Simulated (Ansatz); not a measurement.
Q: Predict a relaxed structure of Be10 (the lowest singlet isomer of a short search), charge 0, singlet, at PBE0/def2-SVP (Ansatz).

A: 
```xyz
10

Be   -0.350   -1.697    0.433
Be   -0.454    0.666   -2.076
Be   -1.283    0.166    1.232
Be   -0.827    1.568   -0.218
Be    1.622   -0.667    0.335
Be   -1.567   -0.478   -0.712
Be    0.488   -1.065   -1.349
Be    0.695    1.194    1.132
Be    0.449   -0.665    2.077
Be    1.226    0.978   -0.855
```
Point group D4d (tolerance 0.1 Å). This is one stationary point.

The restricted singlet is unstable towards broken spin symmetry in Hartree–Fock (as tested in another run); at PBE0/def2-SVP this wasn't settled. The structure comes from a short search, and lower isomers may exist.
